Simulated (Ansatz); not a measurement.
Start from `CBS` and change one element to get `CB[TeH]`.

Ansatz, PBE0-D4/def2-TZVP geometries, multiplicity 1. Each molecule was computed in one conformer, which needn't be the lowest.

Elements past krypton have def2 core potentials.

```tsv
property	`CBS`
HOMO energy (B3LYP/def2-TZVPP) / eV	-7.85
LUMO energy (ωB97M-V/def2-TZVPP) / eV	1.23
LUMO energy (PBE0/def2-TZVPP) / eV	-0.76
LUMO energy (PBE/def2-TZVPP) / eV	-1.72
LUMO energy (B3LYP/def2-TZVPP) / eV	-0.95
HOMO–LUMO gap (PBE0/def2-TZVPP) / eV	7.34
```

Task: Give the same properties after the change, and the shifts. (Estimate.)

Result: Computed: 
```
                             property  `CB[TeH]`  shift
  HOMO energy (B3LYP/def2-TZVPP) / eV      -6.68   1.17
LUMO energy (ωB97M-V/def2-TZVPP) / eV       0.70  -0.53
   LUMO energy (PBE0/def2-TZVPP) / eV      -1.20  -0.44
    LUMO energy (PBE/def2-TZVPP) / eV      -2.08  -0.36
  LUMO energy (B3LYP/def2-TZVPP) / eV      -1.36  -0.41
 HOMO–LUMO gap (PBE0/def2-TZVPP) / eV       5.70  -1.64
```

With PBE0 the HOMO rises by 1.20 eV and the LUMO falls by 0.44 eV, so the gap narrows by about 1.64 eV. PBE moves the HOMO by 0.99 eV and ωB97M-V by 1.36 eV.

B3LYP here is the variant with VWN-RPA as its local correlation; programs differ in this.

Spin–orbit coupling is left out; it splits and shifts lone-pair levels of the heavy atoms by tenths of an eV.
